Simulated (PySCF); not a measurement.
Compound: C4H6O3.
Numbering: `[O:1]=[C:2]([OH:3])[CH:4]1[CH2:5][O:6][CH2:7]1` (hydrogens: H8 on O3; H9 on C4; H10, H11 on C5; H12, H13 on C7)

Geometry (PBE0-D3(BJ)/def2-SVP, Å), atoms numbered from 1 in this order:
```xyz
13
C4H6O3 angstrom
O      1.2294   -0.5064    1.6689
C      1.2207   -0.3153    0.4817
O      2.3314   -0.0660   -0.2232
C     -0.0007   -0.2809   -0.3883
C     -0.6895    1.0961   -0.5248
O     -1.9049    0.5930    0.0034
C     -1.3238   -0.6838    0.2644
H      3.0678   -0.0657    0.4082
H      0.2180   -0.7547   -1.3547
H     -0.7908    1.4700   -1.5579
H     -0.2501    1.8952    0.1002
H     -1.8719   -1.5042   -0.2280
H     -1.2280   -0.8953    1.3427
```

Linear response at PBE0/def2-SVPD (PySCF, frozen core in the response, non-relativistic).

Static isotropic polarisability: 56.45 au (8.36 Å³), principal values 48.4, 58.1, 62.9 au.

What is the polarisability at 1064 nm and at the sodium D line?

56.82 au at 1064 nm (+0.7 %), 57.69 au at 589.3 nm (+2.2 %). The rise at 589.3 nm is 3.34 times that at 1064 nm; a pure ω² law gives 3.26. The lowest singlet lies at 212 nm, shorter than both wavelengths.

What is the isotropic C6 coefficient between two such molecules, C6 = (3/π)∫α(iω)² dω?

1516 au (Eh·bohr⁶) by a ten-point quadrature over imaginary frequencies, which is 906 eV·Å⁶ or 87.4 J·nm⁶/mol.

Which effective excitation energy ω̄ makes London's formula C6 = (3/4)α²ω̄ exact here?

ω̄ = 4·C6/(3α²) = 0.634 Eh = 17.3 eV. A one-pole form α(ω) = α/(1 − ω²/ω̄²) fitted to the 1064 nm value gives 14.4 eV.

How many electrons N does the Slater–Kirkwood formula C6 = (3/4)·√N·α^(3/2) need to give this C6?

N = (4·C6/3)²/α³ = 22.7; the species has 54 electrons in all.

What molar refraction at the D line follows from R = (4π/3)·N_A·α′, with α′ the polarisability volume?

α′ = 8.55 Å³ gives R = 21.57 cm³/mol, for isolated, non-vibrating species.

What n − 1 at the D line would an ideal gas of it have at 273.15 K and 1 atm (2.6868 × 10¹⁹ cm⁻³), by n − 1 = 2π·N·α′?

14.43 × 10⁻⁴, a formal value whether or not that pressure can be reached.

The lowest 6 singlets have (eV, f): 5.84, 0.001; 6.00, 0.000; 6.98, 0.009; 7.06, 0.001; 7.46, 0.003; 7.53, 0.063. What share of the static polarisability do they carry in the sum over states α = Σ f/ω²?

1.04 au, 1.8 % of α; the largest term, 0.82 au, is that of the state at 7.53 eV. Their oscillator strengths add up to 0.08. Higher states carry the rest.

One conformer stands for the species.
